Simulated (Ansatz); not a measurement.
C$_{2}$H$_{6}$O$_{2}$Si, SMILES `O=CC(O)[SiH3]`, relaxed with RKS PBE0-D4/def2-TZVP in the Gaussian-basis code of Ansatz from a PBE-D4/def2-SVP geometry. The force threshold is 0.005 eV/Å; the program also tests the step.

The species carries charge 0 and has multiplicity 1.

Start:

```xyz
11

O     0.185    0.491    2.276
C    -0.114   -0.339    1.427
C    -0.643    0.098    0.095
O    -0.853    1.486    0.063
Si    0.637   -0.329   -1.300
H     0.006   -1.445    1.601
H    -1.573   -0.484   -0.126
H    -0.503    1.786    0.940
H     0.065    0.177   -2.590
H     1.924    0.375   -0.985
H     0.871   -1.815   -1.400
```

Problem. How much energy does the relaxation release, and in how many steps? (Estimate.)

Solution. The calculation gave: 5.37 kJ/mol, in 8 steps, 1 of them rejected.

Problem. Which bonds change most? (An estimate is asked.)

Solution. Ansatz gave: C3–Si5 from 1.940 to 1.918 Å; O4–H8 from 0.991 to 0.971 Å; C2–H6 from 1.127 to 1.107 Å; Si5–H11 from 1.507 to 1.488 Å.

Problem. Give the relaxed structure. (Estimate.)

Solution. Computed: 
```xyz
11

O     0.172    0.444    2.283
C    -0.106   -0.343    1.411
C    -0.614    0.108    0.092
O    -0.843    1.488    0.070
Si    0.638   -0.325   -1.295
H     0.016   -1.434    1.552
H    -1.536   -0.458   -0.121
H    -0.556    1.808    0.941
H     0.062    0.145   -2.576
H     1.920    0.363   -1.009
H     0.847   -1.797   -1.349
```
